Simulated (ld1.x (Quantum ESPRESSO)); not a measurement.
# beryllium, TM: configuration errors across variants

beryllium (Be), norm-conserving Troullier–Martins (Kleinman–Bylander form), made with ld1.x (Quantum ESPRESSO) 7.5 (BP86, non-relativistic). Core [He], reference 2s1.5 2p0 (charge +0.5). Waves: 2p (bound, empty): rc 4.00 bohr; 3d channel at 0.1 Ry: rc 3.85 bohr; 2s (bound): rc 1.30 bohr. Local part: the s channel. Core correction: a·sin(br)/r model core, default radius (core density twice the valence density).

All-electron excitation energies from the reference (eV): (1) 2s2 2p0 -3.806; (2) 2s1 2p0 5.832; (3) 2s1 2p1 -0.180; (4) 2s0 2p2 3.469; (5) 2s0 2p1 9.781.

The default core radius of the base comes out at 0.98 bohr.

Errors AE − PS in meV (a dash: test not solved or not reliable):

```tsv
change	(1)	(2)	(3)	(4)	(5)	bound ghosts
base	+1.2	+2.0	+13	-11	-103	none
local potential the d channel	+2.0	+2.7	+13	-11	-102	none
all radii but the core radius scaled by about 0.77 (s 1.00, p 3.10, d 2.98 bohr)	+2.3	+3.6	+8.6	+19	-18	none
core correction a·sin(br)/r model core inside 0.96 bohr	+1.2	+2.0	+13	-11	-103	none
wave 2p (bound): rc 4.00 bohr becomes 2p (bound): rc 3.94 bohr	+1.2	+2.0	+11	-12	-96	none
wave 3d channel at 0.1 Ry: rc 3.85 bohr becomes 3d channel at 1.13 Ry: rc 3.85 bohr	+1.2	+2.0	+13	-11	-103	none
```

(1) Give the same row for: wave 2s (bound): rc 1.30 bohr becomes 2s (bound): rc 0.98 bohr.

Answers

(1) +2.3, +3.6, +17, +11, -83; bound ghosts: none.
